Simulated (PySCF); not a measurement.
## Polarisability and C₆ of Ir (iridium, neutral)

[Xe] 4f14 5d7 6s2, high-spin 4F determinant. All numbers are calculated (PySCF 2.14, scalar relativity by spin-free X2C-1e, in x2c-TZVPPall with one added diffuse shell each of s, p, d, f type (12s8p8d4f1g, 113 functions)). Coupled (time-dependent) response in atomic units; α is the mean over directions.

```
method  mean α (bohr³)  C₆ (like pair)  S(−4)
  PBE0           49.53           539.3  898.1
```

S(−4) is the Cauchy moment in α(ω) = α(0) + S(−4) ω² + …

Reference α: 54 ± 7 bohr³ (recommended; Schwerdtfeger and Nagle, table of static dipole polarizabilities (2023 update)). Published C₆: 522.0 (Gould and Bucko (2016)).

Spin-orbit coupling is absent.

α(iu) at PBE0:

```json
{"u (hartree)": "0", "α(iu) (bohr³)": "49.53"}
{"u (hartree)": "0.0500", "α(iu) (bohr³)": "47.42"}
{"u (hartree)": "0.100", "α(iu) (bohr³)": "42.36"}
{"u (hartree)": "0.200", "α(iu) (bohr³)": "31.08"}
{"u (hartree)": "0.300", "α(iu) (bohr³)": "22.90"}
{"u (hartree)": "0.500", "α(iu) (bohr³)": "14.07"}
{"u (hartree)": "0.750", "α(iu) (bohr³)": "9.071"}
{"u (hartree)": "1.00", "α(iu) (bohr³)": "6.500"}
{"u (hartree)": "1.50", "α(iu) (bohr³)": "3.930"}
{"u (hartree)": "2.00", "α(iu) (bohr³)": "2.672"}
{"u (hartree)": "3.00", "α(iu) (bohr³)": "1.478"}
{"u (hartree)": "5.00", "α(iu) (bohr³)": "0.6498"}
```

A single London oscillator, α(iu) = α/(1 + u²/ω²), gives C₆ = (3/4) ω α². Matching the computed C₆ needs ω = 4 × 539.3 / (3 × 49.53²) = 0.293 hartree.

Spin-orbit coupling, absent here, splits the open shell strongly.
